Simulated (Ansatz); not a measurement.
BrGaH2O2, SMILES [OH][Ga]([OH])[Br].

Coordinates come from a PBE0-D3(BJ)/def2-SVP optimisation. The structure was generated by enumeration; whether it is a known compound was not checked. The values are those of a single conformer.

Two levels are set side by side: PBE/def2-SVPD (Ansatz, an electronic-structure program) and PBE0/def2-SVPD (Ansatz). Energy differences of separate SCF runs at the same geometry; the states with an electron removed or added have multiplicity 2 and 2. Differences are taken from unrounded values.

```json
[
 {"quantity": "vertical ionisation energy (eV)", "PBE0": "11.12"},
 {"quantity": "vertical singlet–triplet gap (eV)", "PBE0": "5.76"}
]
```

### Question
What does PBE give, and how far is it from PBE0? (Estimate from the structure and the level; the computed values follow.)

### Answer

```tsv
quantity	PBE	PBE minus PBE0
vertical ionisation energy (eV)	10.54	-0.58
vertical singlet–triplet gap (eV)	5.04	-0.72
```
